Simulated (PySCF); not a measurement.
# Copper: a sound run and one with changed settings

Sound run: Cu(2+) [Ar] 3d9, Cu(3+) [Ar] 3d8. Computed with PySCF 2.14 in def2-SVP (5s3p2d1f, 31 functions), with the non-relativistic Hamiltonian (point nucleus). The sound run starts from symmetry-adapted Hartree-Fock orbitals and uses a fine grid where one is needed.

A second run was set up differently.

```
species  method  sound run (hartree)  changed run (hartree)  converged
 Cu(2+)     UHF          -1637.81777            -1637.81777        yes
 Cu(2+)  r2SCAN          -1639.18738            -1639.18958        yes
 Cu(2+)  M06-2X          -1639.19338            -1639.22760        yes
 Cu(3+)     UHF          -1636.53232            -1636.53232        yes
 Cu(3+)  r2SCAN          -1637.81149            -1637.81346        yes
 Cu(3+)  M06-2X          -1637.80517            -1637.83888        yes
```

Ionisation energy of Cu(2+):

```json
{"method": "UHF", "sound run (eV)": "34.979", "changed run (eV)": "34.979"}
{"method": "r2SCAN", "sound run (eV)": "37.440", "changed run (eV)": "37.446"}
{"method": "M06-2X", "sound run (eV)": "37.775", "changed run (eV)": "37.789"}
```

Q: What was changed?
A. minimal basis
B. a valence shell is frozen
C. radial grid too coarse
D. all electrons correlated in a valence basis

A: C. It used radial step 0.3 in ln r (0.13 in the sound run). A coarse radial grid mis-integrates the density and the exchange-correlation energy, with errors of either sign; Hartree-Fock needs no grid.
